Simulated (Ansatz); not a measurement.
A structure drawn as `[SiH3]NPS`, with this starting geometry:

Cartesian coordinates in Å:
```
Si -0.3098 0.4623 -1.4752
N 0.4158 0.2396 -0.0252
P -0.5562 -0.6639 0.9896
S 0.6397 -0.4706 2.7909
H 0.6349 1.3101 -2.3421
H -0.4976 -0.8120 -2.2015
H -1.6188 1.1967 -1.3446
H 1.3080 -0.1772 -0.1328
H -1.5742 0.3278 1.3589
H 1.5583 -1.4127 2.3821
```

Total charge 0; spin multiplicity 1.

Does it keep its bonds when Ansatz relaxes it at PBE-D4/def2-SVP and then PBE0-D4/def2-TZVP?

Yes, every drawn bond is still there and no new one forms.

Give the relaxed structure. (Estimate.)

Computed: 
Z-matrix (Å, degrees):
```
Si
N 1 1.738
H 1 1.486 2 113.7
H 1 1.486 2 108.0 3 120.4
H 1 1.484 2 106.9 3 -120.2
P 2 1.697 1 127.5 3 80.4
H 2 1.010 1 117.8 3 -80.6
S 6 2.132 2 107.7 1 -50.0
H 6 1.418 2 97.4 1 43.0
H 8 1.343 6 95.2 2 -101.0
```
All modes are real.

Atoms count as bonded under 1.1 times the sum of their covalent radii (H–H under 0.85 Å, pairs among N, O and F under 1.55 Å), and a drawn bond as lost past 1.3 times.
